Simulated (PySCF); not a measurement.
**VS₂: fields on a plane**

Method: UPBE0 in PySCF with V def2-SVP, S def2-SVP; no relativity; density-fitted integrals.

The doublet minimum has V–S 2.019 Å (×2); S–V–S 112.6°.

The plane holds V1 at (0.00, 0.00), S2 at (2.02, 0.00), S3 at (-0.78, 1.86) Å. Columns run from x = -2.85 to 4.35 Å, rows from y = 4.05 (top) to -1.95 Å, in steps of 0.3 Å. Other isomers or separated fragments may lie lower.

Q: Give the electron localisation function (set to 0 where the density is under 0.005 e/Å³). Every second row and column.

A: 
```
0.00 0.00 0.00 0.18 0.19 0.00 0.00 0.00 0.00 0.00 0.00 0.00 0.00
0.00 0.18 0.48 0.65 0.67 0.53 0.16 0.00 0.00 0.00 0.00 0.00 0.00
0.00 0.47 0.80 0.93 0.93 0.78 0.41 0.00 0.00 0.00 0.00 0.00 0.00
0.20 0.62 0.89 0.09 0.09 0.84 0.43 0.01 0.01 0.00 0.00 0.00 0.00
0.21 0.65 0.86 0.53 0.25 0.82 0.35 0.14 0.41 0.53 0.39 0.00 0.00
0.12 0.59 0.85 0.85 0.68 0.30 0.17 0.69 0.83 0.87 0.71 0.38 0.00
0.00 0.51 0.66 0.21 0.63 0.86 0.28 0.79 0.09 0.74 0.89 0.54 0.00
0.00 0.12 0.17 0.20 0.88 0.35 0.38 0.60 0.78 0.16 0.90 0.53 0.00
0.00 0.00 0.04 0.07 0.48 0.71 0.16 0.86 0.77 0.87 0.75 0.40 0.00
0.00 0.00 0.00 0.00 0.04 0.09 0.34 0.78 0.76 0.67 0.47 0.15 0.00
0.00 0.00 0.00 0.00 0.00 0.04 0.22 0.46 0.36 0.26 0.00 0.00 0.00
```

Q: Give the highest occupied orbital (Å^-3/2) at -6.60 eV (cut at ±0.3; overall sign arbitrary). Lower edges of the bins (Å^-3/2): '0' -0.300, '1' -0.240, '2' -0.180, '3' -0.120, '4' -0.060, '5' 0.000, '6' 0.060, '7' 0.120, '8' 0.180, '9' 0.240; top 0.30.

A: 
```
4444444444444444444555555
4444444444444444445555555
5544443333344444445555555
5554433222234444455555555
5555432101223444555555555
5555531000123444555555555
5566653200023445555555555
5567884930023455555555555
5668997031134456666655555
5678999963334567777765555
5667999964345568998776555
5667899853345679999876555
5566788730266568999976555
5566777641696445029876555
5556667666595202956665555
5555666654443100013455555
5555555543322100002344555
5555555543322100012344445
5555555443332221223344444
5555554444333322333444444
5555554444443333344444444
```

Other spin states or occupations of the open shell can lie lower.
